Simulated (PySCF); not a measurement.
A structure optimised at PBE-D3(BJ)/def2-SVP, used in a PySCF frequency run:

```xyz
7

W      0.0473    -0.4408     0.0982
N     -0.3731    -1.5172    -1.2236
H     -0.1435    -2.1149    -2.0250
S      2.1943    -0.3268     0.2364
Br    -0.8427     1.7679    -0.4531
O     -0.6414    -1.1678     1.7089
H     -1.2269    -1.9477     1.7309
```
Charge 0, spin multiplicity 1.

Problem. Write its SMILES and formula.

Solution. [NH]=[W]([OH])(=[S])[Br], BrH2NOSW

Problem. What are its rotational constants (standard atomic weights)?

Solution. 2.2878, 0.97412, 0.84893 GHz
